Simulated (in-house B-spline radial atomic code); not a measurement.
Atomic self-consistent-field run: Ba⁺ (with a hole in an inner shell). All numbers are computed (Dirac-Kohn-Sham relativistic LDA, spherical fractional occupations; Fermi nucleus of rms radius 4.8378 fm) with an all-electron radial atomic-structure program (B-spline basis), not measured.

In the input, a minus or plus after the letter marks the j = l - 1/2 or j = l + 1/2 subshell.

Command:
```bash
python run_scf.py task.json out
```
Settings (nuclear radius in fm, mass in u):
```
Z                56
configuration    1s2 2s2 2p6 3s2 3p6 3d-3 3d+6 4s2 4p6 4d10 5s2 5p6 6s2
hamiltonian      dirac
method           lda_x_rel,vwn
spin_polarised   False
nucleus          fermi
rms_radius       4.8378
atomic_mass      137.90525
speed_of_light   137.035999084
```

Output (hartree, bohr):
```
 radial grid: 81 intervals, B-splines of order 8, outer radius 60 bohr

 iter        energy (Eh)    residual
    1       -8080.397023    5.77e-01
    2       -8085.259356    5.35e-01
    3       -8090.949621    6.16e-02
    4       -8091.127131    1.22e-02
    5       -8091.132158    6.18e-03
    6       -8091.133879    1.69e-03
    7       -8091.133919    7.74e-05
    8       -8091.133919    1.38e-05
    9       -8091.133919    8.73e-07
   10       -8091.133919    2.19e-08

 total energy                     -8091.13392
 kinetic                            8612.6254
 electron-nucleus                 -19609.1128
 Hartree                            3082.1637
 exchange-correlation               -176.8103

 first-order corrections (not in the total)
   Gaunt                             7.2346
   retardation                      -0.7545
   frequency dependence             -0.0766
   self-energy                       4.9655
   Uehling                          -0.7093
   Wichmann-Kroll                    0.0179
   recoil                            0.0215

 orbital      occ     eigenvalue          <r>       <r^2>       <1/r>       <r^4>       r_max    small
 1s1/2      2.000     -1362.2021    0.0256802 0.000895287     60.4525  2.1051e-06     0.01649  4.25e-02
 2s1/2      2.000      -217.6474     0.109607   0.0142268     14.2092 0.000349194     0.09335  9.19e-03
 2p1/2      2.000      -205.4512    0.0921285    0.010451     14.1985 0.000220316     0.07123  9.23e-03
 2p3/2      4.000      -191.5604     0.098088   0.0117161     12.9652 0.000269885     0.07629  8.72e-03
 3s1/2      2.000       -47.2620      0.29089   0.0967941     5.14009   0.0141912      0.2664  2.82e-03
 3p1/2      2.000       -42.1302     0.280226   0.0912357     5.05968   0.0132123      0.2526  2.76e-03
 3p3/2      4.000       -39.3982     0.291893    0.098769     4.75199   0.0153996      0.2636  2.62e-03
 3d3/2      3.000       -30.3838     0.261805   0.0808679      4.6216   0.0117827      0.2117  2.51e-03
 3d5/2      6.000       -29.7941     0.265456   0.0829969     4.54301   0.0123582      0.2149  2.47e-03
 4s1/2      2.000        -9.8332     0.664435     0.49841     2.14211    0.361618      0.6186  8.76e-04
 4p1/2      2.000        -7.9278     0.683852    0.532134     2.04356    0.423837      0.6281  8.16e-04
 4p3/2      4.000        -7.3345     0.710252    0.573714     1.94068    0.492487      0.6517  7.68e-04
 4d3/2      4.000        -4.1907      0.76659    0.681666     1.73267    0.755277      0.6726  6.34e-04
 4d5/2      6.000        -4.0859     0.775912    0.698179     1.70719    0.792337      0.6804  6.22e-04
 5s1/2      2.000        -1.7021      1.56514     2.74971     0.85187     11.0544       1.421  2.01e-04
 5p1/2      2.000        -1.1708      1.74509      3.4427    0.756838     17.9429       1.548  1.63e-04
 5p3/2      4.000        -1.0795      1.81982     3.74448     0.72076     21.2644       1.611  1.50e-04
 6s1/2      2.000        -0.3439      3.91836     17.1483     0.32421     425.113       3.534  3.55e-05
```

Cost of the run: 1.1 s on 1 thread of x86-64 server CPU (shared host).

For the Dirac Hamiltonian the kinetic term is c α·p + (β - 1)c².
